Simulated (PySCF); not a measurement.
# Cu(2+) (copper, charge +2): UHF calculation

Configuration: [Ar] 3d9, 2D determinant. All numbers are calculated (PySCF 2.14, a scalar-relativistic core potential, in cc-pVTZ-PP with ECP10MDF).

```json
{
  "Total energy": "-195.304346 hartree",
  "One-electron energy": "-338.7246 hartree",
  "Hartree (Coulomb) energy": "160.9208 hartree",
  "Exchange energy": "-17.5006 hartree",
  "⟨S²⟩": "0.7514",
  "⟨L²⟩": "6.013",
  "Sum of ⟨r⟩": "14.09 bohr",
  "Sum of ⟨r²⟩": "14.56 bohr²",
  "Traceless quadrupole moment −½Σ⟨3z² − r²⟩ along its main axis": "-0.328 e·bohr²",
  "Time after the integrals": "0.49 s of wall time on 1 thread of Neoverse-V1 (shared host)"
}
```

```tsv
shell	electrons	mean orbital energy (hartree)	spread (hartree)	rms radius, mean of both spins (bohr)
3s α	1	-6.25335	0	0.765
3s β	1	-6.13393	0	0.765
3p α	3	-4.45834	0.09334	0.810
3p β	3	-4.31694	0.07305	0.810
3d α	5	-1.49078	0.10700	1.03
3d β	4	-1.42927	0.08318	1.03
```

Energies and moments cover only the electrons outside the core potential.
